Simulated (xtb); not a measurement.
BBr3 (SMILES BrB(Br)Br), singlet, geometry from GFN2-xTB; GFN2-xTB run with xtb 6.7.1.

xtb was given this input:
```
$ xtb mol.xyz --gfn 2 --hess --json

# file mol.xyz
4

B      0.01808306    -0.01978242    -0.03760993
Br    -1.50731106    -1.11118164    -0.13755349
Br     0.01971195     1.66670358    -0.86448993
Br     1.48501581    -0.55269588     1.00741627
```

What the program printed (banner, timings and long lists left out):

```
   ID    Z sym.   atoms
    1    5 B      1
    2   35 Br     2-4

           -------------------------------------------------
          |                Calculation Setup                |
           -------------------------------------------------

           -------------------------------------------------
          |                 G F N 2 - x T B                 |
           -------------------------------------------------

          ...................................................
          :                      SETUP                      :
          :.................................................:
          :  # basis functions                  34          :
          :  # atomic orbitals                  31          :
          :  # shells                           11          :
          :  # electrons                        24          :
          :  max. iterations                   250          :
          :  Hamiltonian                  GFN2-xTB          :
          :  restarted?                      false          :
          :  GBSA solvation                  false          :
          :  PC potential                    false          :
          :  electronic temp.          300.0000000     K    :
          :  accuracy                    1.0000000          :
          :  -> integral cutoff          0.2500000E+02      :
          :  -> integral neglect         0.1000000E-07      :
          :  -> SCF convergence          0.1000000E-05 Eh   :
          :  -> wf. convergence          0.1000000E-03 e    :
          :  Broyden damping             0.4000000          :
          :  net charge                          0          :
          :  unpaired electrons                  0          :
          ...................................................

 iter      E             dE          RMSdq      gap      omega  full diag
   1    -13.1401821 -0.131402E+02  0.107E+01    6.37       0.0  T
   2    -13.1245324  0.156497E-01  0.151E+01    2.08       1.0  T
   3    -13.5772850 -0.452753E+00  0.682E+00    3.28       1.0  T
   4    -13.5673756  0.990932E-02  0.385E+00    3.33       1.0  T
   5    -13.5935727 -0.261970E-01  0.182E+00    3.67       1.0  T
   6    -13.5968650 -0.329233E-02  0.591E-01    3.87       1.0  T
   7    -13.5969021 -0.370934E-04  0.190E-01    3.80       1.0  T
   8    -13.5969972 -0.950810E-04  0.283E-02    3.84       1.8  T
   9    -13.5969974 -0.212469E-06  0.109E-02    3.84       4.6  T
[...]
         :: total energy             -13.570400492978 Eh    ::
[...]
       1    139.50    -0.83801 ( 98.38%)    -0.75253 (  1.62%)    -0.83662
       2    139.51    -0.83798 ( 98.38%)    -0.75251 (  1.62%)    -0.83660
       3    267.61    -0.48049 ( 99.88%)    -0.55957 (  0.12%)    -0.48059
   ------------------------------------------------------------------------

   temp. (K)  partition function   enthalpy   heat capacity  entropy
                                   cal/mol     cal/K/mol   cal/K/mol   J/K/mol
 298.15  VIB   7.65                 1482.929      8.632      9.009
         ROT  0.313E+06              888.752      2.981     28.126
         INT  0.239E+07             2371.681     11.613     37.135
         TR   0.384E+28             1481.254      4.968     42.436
         TOT                        3852.9350    16.5811    79.5713   332.9263

       T/K    H(0)-H(T)+PV         H(T)/Eh          T*S/Eh         G(T)/Eh
   ------------------------------------------------------------------------
    298.15    0.614004E-02    0.115376E-01    0.378069E-01   -0.262693E-01
   ------------------------------------------------------------------------

         :::::::::::::::::::::::::::::::::::::::::::::::::::::
         ::                  THERMODYNAMIC                  ::
         :::::::::::::::::::::::::::::::::::::::::::::::::::::
         :: total free energy         -13.596669744688 Eh   ::
         ::.................................................::
         :: total energy              -13.570400492980 Eh   ::
         :: zero point energy           0.005397593487 Eh   ::
         :: G(RRHO) w/o ZPVE           -0.031666845195 Eh   ::
         :: G(RRHO) contrib.           -0.026269251708 Eh   ::
         :::::::::::::::::::::::::::::::::::::::::::::::::::::

           -------------------------------------------------
          | TOTAL ENERGY              -13.570400492980 Eh   |
          | TOTAL ENTHALPY            -13.558862856662 Eh   |
          | TOTAL FREE ENERGY         -13.596669744688 Eh   |
          | GRADIENT NORM               0.004372730518 Eh/α |
          | HOMO-LUMO GAP               3.840415178700 eV   |
           -------------------------------------------------
########################################################################
[WARNING] Runtime exception occurred
-1- hessian_numhess: Hessian on incompletely optimized geometry!
########################################################################

normal termination of xtb
```
